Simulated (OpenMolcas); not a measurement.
## A ladder of methods for C2H5BN (SMILES B[N]C=C)

C2H5BN: 9 atoms, total charge 0, spin state doublet. As SMILES, `B[N]C=C`. Geometry: relaxed at PBE0-D4/def2-TZVP.

Quantity: the vertical electron affinity (to the singlet anion), in eV. The values are calculated.

The electron affinity is E(neutral) − E(anion): positive where the electron is bound.

| level | kind | program | value (eV) | CPU time (all runs) |
| --- | --- | --- | --- | --- |
| USVWN5/def2-SVPD | LDA | OpenMolcas | 1.67 | 2.6 min |
| UBLYP/def2-SVPD | GGA | OpenMolcas | 1.28 | 3.9 min |
| U-r2SCAN/def2-SVPD | meta-GGA | OpenMolcas | 1.25 | 5.2 min |
| UM06-L/def2-SVPD | meta-GGA | OpenMolcas | 1.32 | 5.2 min |
| UTPSS/def2-SVPD | meta-GGA | OpenMolcas | 1.26 | 5.7 min |
| UB3LYP/def2-SVPD | global hybrid | OpenMolcas | 1.40 | 3.8 min |
| UM06-2X/def2-SVPD | hybrid meta-GGA | OpenMolcas | 1.47 | 4.7 min |
| UPBE0/def2-SVPD | global hybrid | OpenMolcas | 1.32 | 3.7 min |

Where it was recorded, the anion's HOMO is positive in USVWN5/def2-SVPD, UBLYP/def2-SVPD, U-r2SCAN/def2-SVPD, UM06-L/def2-SVPD, UTPSS/def2-SVPD, UB3LYP/def2-SVPD, UPBE0/def2-SVPD: a fault of the level (basis or self-interaction), which says nothing on whether the real anion is bound. The values span 1.25 to 1.67 eV. CPU times are rough (shared hosts, several kinds of processor and program).
